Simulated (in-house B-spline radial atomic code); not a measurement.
# Re6+: [Ne] 3s1 3p6 3d10 4s2 4p6 4d10 4f14 5s2 5p6 5d2 (with a hole in an inner shell)

All numbers are computed (Dirac-Hartree-Fock, average of configuration; Fermi nucleus of rms radius 5.3698 fm) with an all-electron radial atomic-structure program (B-spline basis), not measured.

Screening seen three ways: the hydrogenic charge with the same mean radius, Z_r = [3n² - l(l+1)]/(2<r>), the one with the same energy, Z_e = n√(-2ε), and Slater's rules. Values are occupation-weighted means over j. An effective charge above Z reflects the relativistic contraction of the inner shells.

| shell | electrons | ε (eV) | <r> (bohr) | Z_r | Z_e | Slater |
| --- | --- | --- | --- | --- | --- | --- |
| 1s | 2 | -72308 | 0.01804 | 83.17 | 72.90 | 74.70 |
| 2s | 2 | -12791 | 0.07556 | 79.41 | 61.32 | 70.85 |
| 2p | 6 | -11264 | 0.06785 | 73.69 | 57.55 | 70.85 |
| 3s | 1 | -3120.5 | 0.1965 | 68.69 | 45.43 | 64.10 |
| 3p | 6 | -2641.2 | 0.196 | 63.79 | 41.80 | 64.10 |
| 3d | 10 | -2084.4 | 0.1783 | 58.88 | 37.13 | 54.85 |
| 4s | 2 | -754.04 | 0.4372 | 54.90 | 29.78 | 48.10 |
| 4p | 6 | -597.32 | 0.4624 | 49.74 | 26.50 | 48.10 |
| 4d | 10 | -387.07 | 0.4924 | 42.65 | 21.34 | 36.85 |
| 5s | 2 | -183.14 | 1.013 | 37.01 | 18.34 | 18.35 |
| 4f | 14 | -154.45 | 0.5437 | 33.11 | 13.48 | 25.45 |
| 5p | 6 | -137.26 | 1.137 | 32.10 | 15.88 | 18.35 |
| 5d | 2 | -84.282 | 1.435 | 24.04 | 12.44 | 7.65 |

The least bound orbital is 5d5/2 at -83.69 eV, and it is also the most diffuse (<r> = 1.447 bohr). The part-filled 3s shell lies below the filled 5p shell in orbital energy.

Spin-orbit splittings of the orbital energies (j = l + 1/2 above j = l - 1/2 when positive): 2p 1445 eV, 3p 321 eV, 3d 69.24 eV, 4p 76.8 eV, 4d 14.58 eV, 4f 2.974 eV, 5p 13.12 eV, 5d 1.469 eV.

For the 1s electron the small component carries 8.02 % of the norm, the zero-frequency Breit interaction raises the level by 253.1 eV, self-energy by 159.7 eV, and vacuum polarisation lowers it by 30.66 eV.
